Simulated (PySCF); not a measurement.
Two structures of AlAsH₆, closed shell, reached by relaxing down either side of one saddle point (PBE0-D4/def2-TZVP). Energies are electronic, without zero-point energy. Computed with PySCF 2.14 with density fitting (its default auxiliary sets; JK sets also for MP2 and CCSD(T)) (basis: def2-TZVPP and def2-QZVPP); correlated methods freeze the cores. Filled d shells of the heavier atoms are correlated. The def2 sets are not built for correlating such inner shells, so the correlated values are less sure here. Extrapolation: Hartree–Fock as exp(−7.88 √X), correlation as X^−2.97. First:

Al1  (-0.168, -1.146, -0.593)
H2  (1.201, -1.323, -1.386)
H3  (-1.464, -0.681, -1.386)
H4  (-0.294, -1.706, 0.888)
H5  (0.790, 0.817, -0.464)
As6  (0.280, 1.836, 0.577)
H7  (-1.110, 1.221, 0.628)
H8  (0.770, 0.987, 1.738)
(Å)

Second:

Al1  (-0.308, -0.668, -0.099)
H2  (1.343, -0.806, -1.612)
H3  (-1.337, -0.895, -1.285)
H4  (0.446, -1.899, 0.560)
H5  (1.371, -0.067, -1.447)
As6  (-0.030, 1.573, 0.838)
H7  (-1.536, 1.793, 0.795)
H8  (-0.072, 1.012, 2.252)
(Å)

Which bonds change from the first to the second?

AlH₃ + AsH₃ → AlAsH₄ ([AlH2][AsH2]) + H₂; bonds formed: Al1–As6, H2–H5; bonds broken: Al1–H2, H5–As6.

Give the saddle point's structure and its height above each. (To be estimated.)

By the calculation: 18.32 kcal/mol above the first and 27.69 kcal/mol above the second (CCSD(T) at an estimated basis limit (MP2 extrapolated from triple and quadruple zeta, plus CCSD(T) − MP2 in triple zeta)).
| atom | x (Å) | y (Å) | z (Å) |
| --- | --- | --- | --- |
| Al1 | -0.2883 | -0.9132 | -0.3893 |
| H2 | 1.1786 | -0.6856 | -1.2113 |
| H3 | -1.4703 | -0.7357 | -1.4149 |
| H4 | -0.0945 | -1.8881 | 0.8305 |
| H5 | 0.9604 | 0.2612 | -0.6454 |
| As6 | 0.3022 | 1.6275 | 0.4541 |
| H7 | -1.1977 | 1.3963 | 0.6021 |
| H8 | 0.6096 | 0.9374 | 1.7743 |

No T1 diagnostic of these runs exceeds 0.012. The end structure is not quite a true minimum (one mode of 68i cm⁻¹).

Labels in which every atom is bracketed show which atoms are joined, not bond orders.

For scale, one of the runs: CCSD(T)/def2-TZVPP, 174 basis functions, launched by `OMP_NUM_THREADS=4 python run.py`. Hardware: 4 CPU threads of an Arm Neoverse V2, shared host. Wall time 3 min; peak host memory 1.6 GiB.
